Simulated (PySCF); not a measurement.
**Core-level binding energies of GaH2(CF3)**

GaH2(CF3), CH₂F₃Ga.
Geometry (PBE0-D3(BJ)/def2-SVP, Å), atoms numbered from 1 in this order:
```
atom  x, y, z in Å
Ga1    0.5757    1.0154    0.0128
H2     2.1306    0.9176   -0.1078
H3    -0.2445    2.3439    0.0709
C4    -0.4346   -0.7362    0.0257
F5     0.1505   -1.6721    0.7932
F6    -0.4694   -1.2280   -1.2318
F7    -1.7084   -0.6406    0.4370
```

Level of theory: delta-SCF UKS SCAN, pcX-2 on the ionised atom, pcseg-1 elsewhere, spin-free X2C (PySCF). Binding energies are ΔSCF values: E(core-ionised, relaxed orbitals) − E(ground state) at a fixed geometry, referred to the vacuum level.

**Question.** Give the core binding energies atom by atom.

**Answer.** 
```
 atom(s)                  environment  level  binding energy (eV)  count
      C4  carbon bonded to 3 F and Ga   C 1s               297.16      1
F5/F6/F7         fluorine bonded to C   F 1s               693.64      3
```

**Question.** Express the binding energy of C 1s of C4 in atomic units and per mole.

**Answer.** 297.16 eV = 10.9204 Eh = 28672 kJ/mol.

**Question.** Which effective nuclear charge Zeff reproduces each element's mean 1s value in the hydrogen-like formula E = 13.606 eV × Zeff²?

**Answer.** C (Z = 6): mean 297.2 eV, Zeff = 4.67, Z − Zeff = 1.33; F (Z = 9): mean 693.6 eV, Zeff = 7.14, Z − Zeff = 1.86. Means run over the listed sites, weighted by atom count.

One atom of each set of topologically equivalent atoms was ionised and stands for the set; in this conformer not all members are related by symmetry, and their own values weren't computed. No level of gallium is listed. Isolated species at its PBE0-D3(BJ)/def2-SVP geometry, gas phase.
